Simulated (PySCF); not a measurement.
Job file and geometry (Å, from GFN2-xTB) of an NMR shielding run on `FB(C(=C)[C@@H]1C=C([SiH3])C1)F`, C$_{6}$H$_{9}$BF$_{2}$Si, PySCF, GIAO PBE0/pcSseg-1 NMR shielding, non-relativistic, gas phase; density fitting, a coarse starting grid and PySCF grid level 2 are the driver's defaults:

```
$ OMP_NUM_THREADS=1 python probes_run.py task.json out

{"job": {"kind": "nmr", "xc": "PBE0", "basis": "pcSseg-1"}, "charge": 0, "multiplicity": 1}
C     -1.684434    -1.626566     0.074036
C     -1.747520    -0.296340    -0.040337
B     -3.022573     0.482278     0.398925
F     -4.076099    -0.107413     0.934665
F     -3.157116     1.789206     0.265151
C     -0.581376     0.496114    -0.563965
C      0.593632    -0.242023    -1.142938
C      1.468858     0.179592    -0.222829
Si     3.296803    -0.056105     0.094151
C      0.424986     0.980865     0.526279
H     -2.511587    -2.192896     0.467914
H     -0.808726    -2.181928    -0.220577
H     -0.946931     1.315350    -1.188453
H      0.672806    -0.869213    -2.012953
H      3.474493    -0.682331     1.407593
H      3.847643    -0.911860    -0.956753
H      3.954289     1.253519     0.090095
H      0.589866     2.056251     0.552387
H      0.203182     0.622752     1.530147
```

**Question.** Write the output of this run.

**Answer.** 
```
coarse grid: 16984 points
cycle   1  E = -747.2951646278  dE =  1.290e+00  |g| = 6.721e-01  |ddm| = 4.035e+00
cycle   2  E = -747.2475972895  dE =  4.757e-02  |g| = 8.992e-01  |ddm| = 9.756e-01
cycle   3  E = -747.3783234404  dE = -1.307e-01  |g| = 6.216e-02  |ddm| = 5.458e-01
cycle   4  E = -747.3788711347  dE = -5.477e-04  |g| = 3.795e-02  |ddm| = 8.523e-02
cycle   5  E = -747.3791964881  dE = -3.254e-04  |g| = 1.233e-02  |ddm| = 4.137e-02
cycle   6  E = -747.3792312647  dE = -3.478e-05  |g| = 3.561e-03  |ddm| = 1.231e-02
cycle   7  E = -747.3792343765  dE = -3.112e-06  |g| = 5.253e-04  |ddm| = 3.465e-03
final grid: 161944 points
cycle   8  E = -747.4477141101  dE = -6.750e-05  |g| = 7.929e-03  |ddm| = 4.289e-02
cycle   9  E = -747.4477067855  dE =  7.325e-06  |g| = 9.538e-03  |ddm| = 1.735e-02
cycle  10  E = -747.4477306042  dE = -2.382e-05  |g| = 8.445e-04  |ddm| = 9.773e-03
cycle  11  E = -747.4477307334  dE = -1.292e-07  |g| = 3.655e-04  |ddm| = 9.451e-04
cycle  12  E = -747.4477307651  dE = -3.166e-08  |g| = 1.206e-04  |ddm| = 3.992e-04
cycle  13  E = -747.4477307686  dE = -3.495e-09  |g| = 2.979e-05  |ddm| = 1.363e-04
cycle  14  E = -747.4477307688  dE = -2.035e-10  |g| = 6.115e-06  |ddm| = 2.984e-05
converged SCF energy = -747.4477307688

GIAO shielding tensors (ppm)
atom      isotropic    diamagn.    paramagn.     s11        s22        s33       span
  0 C       42.016     254.850    -212.834    -84.979     44.077    166.950    251.929
  1 C       36.964     259.420    -222.455    -76.430     19.468    167.854    244.284
  2 B       77.114     194.992    -117.878     66.192     79.693     85.459     19.267
  3 F      262.007     465.343    -203.336     96.322    309.141    380.559    284.237
  4 F      258.081     469.463    -211.382     95.381    298.451    380.410    285.029
  5 C      136.882     251.161    -114.280    126.716    134.881    149.049     22.333
  6 C       22.473     255.413    -232.940    -99.192     21.206    145.406    244.598
  7 C       31.696     258.767    -227.070    -87.393     18.894    163.588    250.980
  8 Si     437.132     880.842    -443.709    412.504    431.452    467.442     54.939
  9 C      141.010     251.183    -110.173    119.377    147.212    156.441     37.065
 10 H       25.147      29.323      -4.176     22.111     24.291     29.040      6.928
 11 H       25.040      32.921      -7.881     21.362     23.968     29.789      8.426
 12 H       27.860      32.628      -4.768     24.234     28.144     31.201      6.967
 13 H       24.514      34.743     -10.229     22.880     25.176     25.485      2.605
 14 H       27.603      28.757      -1.153     24.443     26.157     32.211      7.769
 15 H       27.572      28.653      -1.081     24.489     26.138     32.090      7.601
 16 H       27.610      28.489      -0.879     24.374     26.003     32.454      8.080
 17 H       28.712      31.817      -3.105     25.598     27.979     32.558      6.960
 18 H       29.692      32.700      -3.009     26.876     29.728     32.471      5.596
```

Size and cost of the density-fitted run: 222 basis functions, 85 s wall time on 1 thread of an Arm Neoverse N1, shared host; peak memory 1.1 GiB.
